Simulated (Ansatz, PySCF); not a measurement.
Al(Cl)2(OMe) (CH₃AlCl₂O), SMILES C[O][Al]([Cl])[Cl].

The structure is a stationary point at PBE0-D3(BJ)/def2-SVP. The structure was generated by enumeration; whether it is a known compound was not checked. The values are those of a single conformer.

Vertical ionisation energy (IE) and electron affinity (EA) in eV. Rows of orbital energies are one-electron estimates. Where ΔSCF, EOM or ADC give a negative EA the extra electron is unbound and the value depends on the basis.

| level | IE | EA |
|---|---|---|
| −ε(HOMO), −ε(LUMO), PBE0/def2-TZVP (PySCF) | 8.62 | 0.92 |
| −ε(HOMO), −ε(LUMO), PBE/def2-TZVP (PySCF) | 7.09 | 1.78 |
| ΔSCF, CAM-B3LYP/def2-SVPD (Ansatz), final states of multiplicity 2 and 2 | (withheld) | (withheld) |
| ΔSCF, PBE/def2-SVPD (Ansatz), final states of multiplicity 2 and 2 | 10.27 | 0.03 |

### Question
Complete the blanks. (The exact figures need the calculation; the answer reports its results.)

### Answer

- ΔSCF, CAM-B3LYP/def2-SVPD (Ansatz, a first-principles code), final states of multiplicity 2 and 2, IE: 11.14
- ΔSCF, CAM-B3LYP/def2-SVPD (Ansatz), final states of multiplicity 2 and 2, EA: -0.19

### Question
What vertical singlet–triplet gap does ΔSCF give with CAM-B3LYP/def2-SVPD (Ansatz) and with PBE/def2-SVPD (Ansatz)? (The exact figures need the calculation; the answer reports its results.)

### Answer
6.50 and 5.48 eV (triplet above singlet where positive).
